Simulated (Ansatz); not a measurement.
CH₅BOSi, SMILES `B[SiH2]C=O`. Charge 0, multiplicity 1. Geometry: relaxed with PBE0-D4/def2-TZVP. It is one conformer, not always the lowest.

```xyz
9

B    -0.042    1.673   -0.031
Si   -0.708   -0.219    0.008
C     0.818   -1.404   -0.062
O     1.049   -2.137   -0.986
H     0.884    1.978    0.662
H    -0.533    2.521   -0.713
H    -1.673   -0.614   -1.047
H    -1.313   -0.423    1.360
H     1.519   -1.374    0.808
```

What is the dipole moment at ωB97M-V/def2-TZVPP? (An estimate is asked.)

Ansatz gave: 2.42 D, with components (-0.55, 1.83, 1.47) D in this frame, pointing from negative to positive charge.

And with PBE, r2SCAN, B3LYP? (Best estimate.)

The calculation gave: PBE 1.90 D, r2SCAN 2.12 D, B3LYP 2.32 D.

Give the Mulliken charges with ωB97M-V, B3LYP, PBE in def2-TZVPP. (Estimate.)

Ansatz gave: 
```tsv
atom	ωB97M-V	B3LYP	PBE
B1	-0.17	-0.08	-0.07
Si2	0.14	0.21	0.15
C3	0.03	0.05	0.06
O4	-0.25	-0.24	-0.19
H5	0.10	0.06	0.04
H6	0.10	0.07	0.05
H7	-0.01	-0.06	-0.05
H8	-0.02	-0.06	-0.04
H9	0.08	0.06	0.05
```

B3LYP here is the variant with VWN-RPA as its local correlation; programs differ in this.
